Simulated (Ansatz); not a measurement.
Reaction (ligand exchange at the Hf–O bond): `[OH][Hf]([F])([SH])[Cl]` + `CNC` → `C[N](C)[Hf]([F])([SH])[Cl]` + H₂O

Isolated molecules relaxed with PBE0-D4/def2-TZVP in Ansatz; ΔE leaves out vibrations. CCSD(T)/CBS adds triple-zeta CCSD(T) − MP2 to the extrapolated MP2 energy (def2 sets, frozen cores). This one scheme is used for every species. Functionals use def2-TZVPP. B3LYP here is the variant with VWN-RPA as its local correlation; programs differ in this. def2 core potentials past Kr. For Hf outer-core shells are correlated without core-valence functions, which leaves a few kJ/mol of doubt a bond. Each species was taken in one conformer, which may not be the lowest.

```json
{"level": "LDA (SPW92)", "ΔE (kJ/mol)": "52.3", "difference from CCSD(T)/CBS": "2.8"}
{"level": "B3LYP-D4", "ΔE (kJ/mol)": "56.9", "difference from CCSD(T)/CBS": "7.4"}
{"level": "ωB97M-V", "ΔE (kJ/mol)": "60.5", "difference from CCSD(T)/CBS": "11.0"}
{"level": "PBE-QIDH", "ΔE (kJ/mol)": "54.1", "difference from CCSD(T)/CBS": "4.6"}
{"level": "BLYP", "ΔE (kJ/mol)": "70.1", "difference from CCSD(T)/CBS": "20.6"}
{"level": "BHLYP", "ΔE (kJ/mol)": "73.4", "difference from CCSD(T)/CBS": "23.9"}
{"level": "MP2/def2-TZVPP", "ΔE (kJ/mol)": "42.2", "difference from CCSD(T)/CBS": "-7.3"}
{"level": "CCSD/def2-TZVPP", "ΔE (kJ/mol)": "53.4", "difference from CCSD(T)/CBS": "3.9"}
{"level": "HF/def2-QZVPP", "ΔE (kJ/mol)": "83.6", "difference from CCSD(T)/CBS": "34.1"}
{"level": "MP2/CBS(def2)", "ΔE (kJ/mol)": "44.1", "difference from CCSD(T)/CBS": "-5.4"}
{"level": "CCSD(T)/CBS", "ΔE (kJ/mol)": "49.5", "difference from CCSD(T)/CBS": "0"}
```

Largest T1 diagnostic among the species: 0.015.

At CCSD(T), def2-SVP lies +9.7 kJ/mol from the extrapolated value and def2-TZVPP −1.9 kJ/mol. The D4 term adds −13.2 kJ/mol with B3LYP and −8.0 kJ/mol with PBE0; it sums over pairs of atoms, weighted by their polarisabilities, and B3LYP, whose exchange is more repulsive, gets the larger term.
